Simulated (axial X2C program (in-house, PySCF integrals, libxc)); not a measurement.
## Spectroscopic constants of RuSe⁻

All values were computed with an axial X2C code built on PySCF integrals. Spin-free means the one-electron spin-free X2C Hamiltonian; two-component (2c) means X2C with spin–orbit coupling and atomic mean-field two-electron Coulomb and Gaunt terms, so the difference of the two also holds small scalar two-electron terms. Basis: Ru dyall-acv3z [13s13p9d5f3g], Se dyall-acv3z [9s10p7d5f1g] (cores contracted in-house); Gaussian nuclei, density fitting, unrestricted open shells. Masses: Ru 101.904 u, Se 79.917 u.

Input:
```json
{"zs": [44, 34], "q": -1, "bas": ["dyall-acv3z", "dyall-acv3z"], "levels": ["PBE0", "HF", "PBE"], "cc": true, "r0": 2.21, "thr": -2.0, "nmax": 90, "npts": 10, "nst": 2, "ntry": 6}
```
```bash
python so2c.py task.json out
```

Keys: zs atomic numbers; q charge; bas basis sets; levels methods; cc coupled cluster on or off; r0 starting distance in Å; thr threshold in hartree for freezing inner shells (an s shell follows its p shell); nmax most natural virtual spinors; npts points on the curve; nst determinants followed; ntry starts of the search. HF also brings MP2.

State, spin-free: M_S = 3/2, Λ = 2 (beyond evenly filled blocks: π+α, π-α, δ+α, δ+β, δ-α); electrons by block: σα: 17, σβ: 17, π+α: 9, π+β: 8, π-α: 9, π-β: 8, δ+α: 3, δ+β: 3, δ-α: 3, δ-β: 2. Fragments: Ru + Se-.

State, 2c: Ω = 7/2 (⟨Sz⟩ = 1.49, ⟨Lz⟩ = 2.01 at PBE0); electrons by block: 1/2: 25, -1/2: 26, 3/2: 12, -3/2: 11, 5/2: 3, -5/2: 2. Fragments: Ru + Se-.

```
Hamiltonian  level  Re (Å)  ωe (cm⁻¹)  ωexe (cm⁻¹)  Be (cm⁻¹)  αe (cm⁻¹)  De (eV)  k (mdyn/Å)  μ (D)
  spin-free   PBE0   2.239      316.0         0.95    0.07507   0.000281     2.98        2.64  -2.75
  spin-free    PBE   2.240      320.2         0.89    0.07502   0.000267     3.62         2.7  -1.26
         2c   PBE0   2.240      314.8        0.963    0.07501   0.000283      n/a        2.61  -2.74
         2c    PBE   2.240      319.2        0.893    0.07499   0.000268      n/a        2.69  -1.25
```

Dipoles are positive if Se is the positive end and refer to the centre of mass.

The state is a single determinant with fixed occupations, the lowest that a limited PBE0 search found. De is counted from the lowest determinant-based energies of the atoms at the same level, without counterpoise correction. De is not given where an atomic determinant may have missed its ground term or J level, or where the truncated virtual space spoils (T). Density functionals use the spin component along the axis (collinear). Other states lie close and PBE0, whose exact exchange favours high spin, may order them wrongly; the determinant shown need not be the ground state. The nearest other spin-free determinant of the search, M_S = 5/2, Λ = 2, lies 0.36 eV up at the distance of the search. The functionals have no current-density term, which raises determinants with orbital currents, atoms included. With several unpaired electrons one determinant need not be a pure state. The highest occupied level of some functionals is positive through self-interaction error; at Hartree–Fock it is bound.

No reliable constants came from CCSD (2c), CCSD (spin-free), CCSD(T) (2c), CCSD(T) (spin-free), HF (2c), HF (spin-free), MP2 (2c), MP2 (spin-free): no minimum in range, unconverged points, a curve that is not smooth, a change of character along it, or the two Hamiltonians disagreeing along it.

Rough cost a point (2c) on 1 thread(s) of a shared host, integrals apart: PBE0 2.3 s, PBE 0.8 s.

The whole task took 6.2 min on 1 thread of Arm Neoverse V2, on a shared host.
